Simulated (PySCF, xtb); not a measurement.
Si(F)(Cl)(OMe)(NH2) (CH5ClFNOSi), SMILES O([Si](N)(Cl)F)C. Other conformers were not sampled.

Harmonic wavenumbers (cm⁻¹) from GFN2-xTB (xtb) at its own minimum, in rising order: 66, 87, 129, 158, 186, 209, 252, 265, 340, 479, 500, 752, 818, 844, 950, 1132, 1141, 1180, 1414, 1473, 1479, 1501, 2964, 2975, 3001, 3487, 3523.

**Question.** What does PBE-D3(BJ)/def2-SVP run with PySCF give at its own minimum? (An estimate is asked for; the answer gives what the named calculation found.)

**Answer.** 66, 101, 140, 156, 217, 269, 300, 313, 377, 384, 521, 727, 830, 879, 937, 1121, 1138, 1172, 1417, 1422, 1428, 1478, 2935, 3013, 3055, 3500, 3601. Paired by order, the mean absolute difference is 30 cm⁻¹ and the zero-point energies are 44.8 and 45.0 kcal/mol.
